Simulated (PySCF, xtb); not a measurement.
C4H7FO, SMILES C[C@@]1(F)CCO1.

GFN2-xTB (xtb) at its own geometry gives an orbital gap of 10.75 eV and a dipole moment of 3.19 D.

The structure is a stationary point at r2SCAN-D4/def2-SVP. The structure was generated by enumeration; whether it is a known compound was not checked.

**Question.** What does PBE/def2-TZVP (PySCF) give? (The exact figures need the calculation; the answer reports its results.)

**Answer.** gap 6.86 eV (levels -6.44 and 0.42 eV), dipole 2.41 D.
